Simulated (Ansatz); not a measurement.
`C=CBC[SiH3]` and `F[SiH2]BC[SiH3]` differ in one atom or group.

Ansatz, PBE0-D4/def2-TZVP geometries, multiplicity 1. Each molecule was computed in one conformer, which needn't be the lowest.

```
                               property  `C=CBC[SiH3]`
      LUMO energy (PBE/def2-TZVPP) / eV          -2.79
  HOMO–LUMO gap (B3LYP/def2-TZVPP) / eV           5.85
  HOMO energy (ωB97M-V/def2-TZVPP) / eV         -10.33
HOMO–LUMO gap (ωB97M-V/def2-TZVPP) / eV          10.48
     HOMO energy (PBE0/def2-TZVPP) / eV          -8.12
    HOMO–LUMO gap (PBE/def2-TZVPP) / eV           4.25
```

What does the change do to each property? (Estimate.)

Ansatz gave: 
| property | `F[SiH2]BC[SiH3]` | shift |
| --- | --- | --- |
| LUMO energy (PBE/def2-TZVPP) / eV | -3.01 | -0.22 |
| HOMO–LUMO gap (B3LYP/def2-TZVPP) / eV | 5.57 | -0.28 |
| HOMO energy (ωB97M-V/def2-TZVPP) / eV | -10.18 | 0.15 |
| HOMO–LUMO gap (ωB97M-V/def2-TZVPP) / eV | 10.01 | -0.47 |
| HOMO energy (PBE0/def2-TZVPP) / eV | -8.01 | 0.11 |
| HOMO–LUMO gap (PBE/def2-TZVPP) / eV | 3.73 | -0.52 |

With PBE0 the HOMO rises by 0.11 eV and the LUMO falls by 0.25 eV, so the gap narrows by about 0.36 eV. PBE moves the HOMO by 0.31 eV and ωB97M-V by 0.15 eV.

B3LYP here is the variant with VWN-RPA as its local correlation; programs differ in this.
